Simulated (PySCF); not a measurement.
# Electron correlation in O (oxygen, neutral)

[He] 2s2 2p4, high-spin 3P determinant. All numbers are calculated (PySCF 2.14, scalar relativity by spin-free X2C-1e, in x2c-TZVPPall with one added diffuse shell each of s, p, d type (6s4p3d1f, 40 functions)). Frozen: 1s2; 6 electrons correlated.

```json
{"level": "CCSD", "correlation energy (mhartree)": "-159.48"}
{"level": "(T)", "correlation energy (mhartree)": "-3.10"}
{"level": "CCSD(T)", "correlation energy (mhartree)": "-162.58"}
{"level": "CCSDT", "correlation energy (mhartree)": "-162.93"}
```

Diagnostics: T1 = 0.0078, D1 = 0.0128, largest double amplitude 0.035.

Is a single reference adequate?

Yes: T1 lies below 0.03 and no double amplitude reaches 0.07.
